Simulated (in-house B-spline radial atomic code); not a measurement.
Inner levels of copper as electrons are removed. A shift is the extra binding of the orbital against the neutral atom ([Ar] 3d10 4s1). The density at the nucleus is averaged over the nuclear charge. Computed with an all-electron radial atomic-structure program (B-spline basis): Dirac-Hartree-Fock, average of the configuration, finite nuclei.

| ion | configuration | shift of 1s1/2 (eV) | radius of 1s1/2 (bohr) | Σ<r²> (bohr²) | change of density at nucleus (bohr⁻³) |
| --- | --- | --- | --- | --- | --- |
| Cu10+ | [Ar] 3d1 | 280.19 | 0.052119 | 4.7986 | 65.27 |
| Cu11+ | [Ne] 3s2 3p6 | 323.82 | 0.052122 | 4.1964 | 79.818 |
| Cu12+ | [Ne] 3s2 3p5 | 372.73 | 0.052116 | 3.6169 | 98.602 |
| Cu13+ | [Ne] 3s2 3p4 | 423.52 | 0.052108 | 3.0754 | 118.37 |
| Cu14+ | [Ne] 3s2 3p3 | 476.19 | 0.0521 | 2.5684 | 139.12 |
| Cu15+ | [Ne] 3s2 3p2 | 530.73 | 0.052092 | 2.0928 | 160.86 |
| Cu16+ | [Ne] 3s2 3p1 | 587.13 | 0.052083 | 1.6461 | 183.6 |
| Cu17+ | [Ne] 3s2 | 645.38 | 0.052073 | 1.2259 | 207.34 |
| Cu18+ | [Ne] 3s1 | 702.48 | 0.05207 | 0.81776 | 9.972 |
| Cu19+ | [He] 2s2 2p6 | 761.07 | 0.052066 | 0.42951 | -200.38 |
| Cu20+ | [He] 2s2 2p5 | 910.21 | 0.05201 | 0.36814 | -129.37 |
| Cu21+ | [He] 2s2 2p4 | 1063.71 | 0.05195 | 0.31078 | -55.75 |
| Cu22+ | [He] 2s2 2p3 | 1221.55 | 0.051886 | 0.2571 | 20.487 |
| Cu23+ | [He] 2s2 2p2 | 1383.7 | 0.051819 | 0.2068 | 99.353 |
| Cu24+ | [He] 2s2 2p1 | 1550.15 | 0.051748 | 0.15963 | 180.86 |
| Cu25+ | [He] 2s2 | 1720.88 | 0.051673 | 0.11535 | 265.01 |
| Cu26+ | [He] 2s1 | 1871.34 | 0.051664 | 0.060127 | -838.46 |
| Cu27+ | 1s2 | 2024.51 | 0.051626 | 0.0071459 | -1994.49 |
| Cu28+ | 1s1 | 2521.37 | 0.050944 | 0.0034736 | -11680.5 |
